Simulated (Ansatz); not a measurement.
A structure relaxed at PBE0-D4/def2-TZVP, charge 0, multiplicity 1:

```
atom   x (Å)   y (Å)   z (Å)
  O1   1.758  -0.660  -0.983
 Ga2   0.125  -0.450  -0.295
  S3  -1.357  -2.068  -0.599
 Si4  -0.413   1.534   0.956
  F5   0.644   2.697   0.640
  H6   1.895  -1.476  -1.469
  H7  -0.512  -2.873  -1.265
  H8  -1.765   2.034   0.598
  H9  -0.376   1.262   2.417
```

**Question.** Give its formula and SMILES.

**Answer.** FGaH4OSSi, `[OH][Ga]([SH])[SiH2]F`.

**Question.** Summarise the bond lengths by kind.

**Answer.** 1 × Ga–O 1.785 Å; 1 × H–O 0.960 Å; 1 × Ga–S 2.214 Å; 1 × Ga–Si 2.407 Å; 1 × H–S 1.344 Å; 1 × F–Si 1.604 Å; 2 × H–Si 1.486 Å.

Program: Ansatz 0.2.0.
